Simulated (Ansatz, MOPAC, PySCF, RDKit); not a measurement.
Torsion H4–O1–Te2–S3 in H2OSTe (SMILES O[Te]S); at each angle all else is relaxed with GFN2-xTB, and the levels are single points there.
Geometry at 270° (charge 0, multiplicity 1):
```json
[
 {"atom": "O", "x (Å)": "-1.5136", "y (Å)": "0.4125", "z (Å)": "-0.2321"},
 {"atom": "Te", "x (Å)": "0.1432", "y (Å)": "-0.5448", "z (Å)": "-0.7687"},
 {"atom": "S", "x (Å)": "0.7243", "y (Å)": "-1.3144", "z (Å)": "1.3988"},
 {"atom": "H", "x (Å)": "-2.2861", "y (Å)": "-0.1538", "z (Å)": "-0.2701"},
 {"atom": "H", "x (Å)": "1.3140", "y (Å)": "-0.2137", "z (Å)": "1.8515"}
]
```

On the grid 0° to 330°, 180° is the highest and 270° the lowest point at MP2/CBS(def2-TZVPP, def2-QZVPP) + ΔCCSD(T)/def2-TZVPP.

Cores are frozen in the correlated methods. Filled d and f shells under p-block atoms count as core. Rows in 3-21G carry no dispersion term and start afresh at each structure; the Pople sets are all-electron and without relativity. The state reached by PM6, PM7 isn't checked; PM7 holds dispersion and hydrogen-bond terms.

Run with Ansatz (a program for electronic structure); MOPAC for PM6, PM7 (differences of heats of formation); PySCF for 3-21G rows; RDKit for the force fields. Each number belongs to the level named beside it. In def2 rows elements past Kr take small-core potentials, without spin–orbit coupling.

| level | energy at 180° less that at 270° (kcal/mol) |
|---|---|
| UFF | 2.51 |
| PM6 | 6.73 |
| PM7 | 3.02 |
| HF/def2-SVP | 5.80 |
| SVWN5/def2-TZVPP | 5.93 |
| B3LYP/3-21G | (withheld) |
| wB97X-V/def2-TZVPP | (withheld) |
| SCS-MP2/def2-TZVPP | 5.22 |
| CCSD(T)/def2-TZVPP | 5.33 |

Task: Complete the blanks.

Result: 
- B3LYP/3-21G, energy at 180° less that at 270° (kcal/mol): 9.38
- wB97X-V/def2-TZVPP, energy at 180° less that at 270° (kcal/mol): 5.44
